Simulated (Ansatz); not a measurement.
`C[Si](F)(Cl)[SeH]` + `F[SiH3]` → `F[SiH2][SeH]` + `C[SiH](F)Cl` at 400 K and 1 bar (formal exchange of groups at the Se–Si bond).

Gas-phase electronic energies from Ansatz, PBE0-D4/def2-TZVP geometries. CCSD(T)/CBS is the MP2 limit (def2-TZVPP, def2-QZVPP) plus CCSD(T) − MP2 in def2-TZVPP, frozen cores. This one scheme is used for every species. For Se outer-core shells are correlated without core-valence functions, which leaves a few kJ/mol of doubt a bond. Scalar relativity is left out up to krypton. Each species was taken in one conformer, which may not be the lowest.

| species | CCSD(T)/CBS energy (Eh) | H − E (kJ/mol) | S (J/(mol·K)) |
| --- | --- | --- | --- |
| `C[Si](F)(Cl)[SeH]` | -3289.98488 | 168.0 | 410.1 |
| `F[SiH3]` | -390.72345 | 88.0 | 253.8 |
| `F[SiH2][SeH]` | -2791.46485 | 97.7 | 328.5 |
| `C[SiH](F)Cl` | -889.24457 | 158.9 | 345.5 |

H − E and S are ideal-gas, rigid-rotor, harmonic terms from PBE0-D4/def2-TZVP, for one conformer and one mirror image of each species. 1 Eh = 2625.50 kJ/mol, R = 8.31446 J/(mol·K).

Question: By hand: ΔE, ΔH, ΔS and ΔG.

Answer: ΔE = (-2791.46485) + (-889.24457) − (-3289.98488) − (-390.72345) = -0.00109 Eh = -2.9 kJ/mol. Δ(H − E) = 97.7 + 158.9 − 168.0 − 88.0 = 0.6, so ΔH = -2.3 kJ/mol. ΔS = 328.5 + 345.5 − 410.1 − 253.8 = 10.1 J/(mol·K). ΔG = -2.3 − 400 × (10.1)/1000 = -6.3 kJ/mol.

Question: By hand: the equilibrium constant, and the temperature at which ΔG would vanish if ΔH and ΔS stayed fixed.

Answer: log₁₀ K = −ΔG/(RT ln 10) = 0.8. ΔH and −TΔS have one sign here, so there is no such temperature.

TΔS isn't small against ΔH here. A doubt of 5 kJ/mol in ΔE shifts log₁₀ K by 0.7 here. Other conformers and mirror images would add mixing entropy, several J/(mol·K) or more a flexible species. These are equilibria of isolated gas molecules and say nothing of rates. Largest T1 diagnostic: 0.011 (customary marks: 0.02 for closed shells, 0.045 for open ones).

ΔS is within the doubt of such terms, so its sign, and with it that verdict, could turn.
